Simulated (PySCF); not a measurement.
**SbI: everyday levels beside a composite calculation**

PySCF; the state is a triplet (π ↑↑). The composite is CCSD(T) extrapolated to the basis-set limit from two correlation-consistent sets, with core-valence (CV) and scalar-relativistic (SR) terms as its label shows; it has no spin–orbit coupling and nothing beyond (T). Here it is CCSD(T)/CBS(DT). It gives Re = 2.694 Å, ωe = 208 cm⁻¹ and De = 2.20 eV to Sb + I.

```csv
level,basis,relativity,Re (Å),ωe (cm⁻¹),De (eV)
UHF-MP2,def2-SVP,scalar-relativistic core potentials,2.728,205,1.79
UHF-CCSD,def2-SVP,scalar-relativistic core potentials,2.745,199,1.66
PBE,def2-TZVPP,scalar-relativistic core potentials,2.705,202,2.60
TPSS,def2-SVP,scalar-relativistic core potentials,2.723,202,2.47
r²SCANh,def2-SVP,scalar-relativistic core potentials,2.705,209,2.31
PBE0,def2-SVP,scalar-relativistic core potentials,2.704,209,2.33
PBE0,cc-pVTZ-PP,scalar-relativistic core potentials,2.688,211,2.41
B97-3,def2-TZVPP,scalar-relativistic core potentials,2.702,206,2.37
LC-ωPBE,def2-SVP,scalar-relativistic core potentials,2.677,220,2.03
B2PLYP,def2-TZVPP,scalar-relativistic core potentials,2.698,205,2.31
```

Give the difference of each row from the composite.



| level | basis | ΔRe (pm) | Δωe (%) | ΔDe (eV) |
| --- | --- | --- | --- | --- |
| UHF-MP2 | def2-SVP | +3.4 | -1.4 | -0.41 |
| UHF-CCSD | def2-SVP | +5.1 | -4.3 | -0.54 |
| PBE | def2-TZVPP | +1.1 | -2.9 | +0.40 |
| TPSS | def2-SVP | +2.9 | -2.9 | +0.27 |
| r²SCANh | def2-SVP | +1.1 | +0.5 | +0.11 |
| PBE0 | def2-SVP | +1.0 | +0.5 | +0.13 |
| PBE0 | cc-pVTZ-PP | -0.6 | +1.4 | +0.21 |
| B97-3 | def2-TZVPP | +0.8 | -1.0 | +0.17 |
| LC-ωPBE | def2-SVP | -1.7 | +5.8 | -0.17 |
| B2PLYP | def2-TZVPP | +0.4 | -1.4 | +0.11 |

Which rows come closest in De?

r²SCANh in def2-SVP (+0.11 eV); B2PLYP in def2-TZVPP (+0.11 eV), counted from the composite.

Correlated steps freeze the inner cores (8 to 13 orbitals); shallow outer-core shells are correlated. Correlated levels converge slowly with the basis: in double zeta they bind strong bonds too weakly, by up to about 1 eV, and carry superposition errors of some tenths. Spin–orbit coupling is left out, which matters for elements this heavy, above all for dissociation energies. B2PLYP dipoles, levels and charges come from its SCF part alone. The state is the lowest determinant that a PBE0 search found; another state may lie lower at other levels.
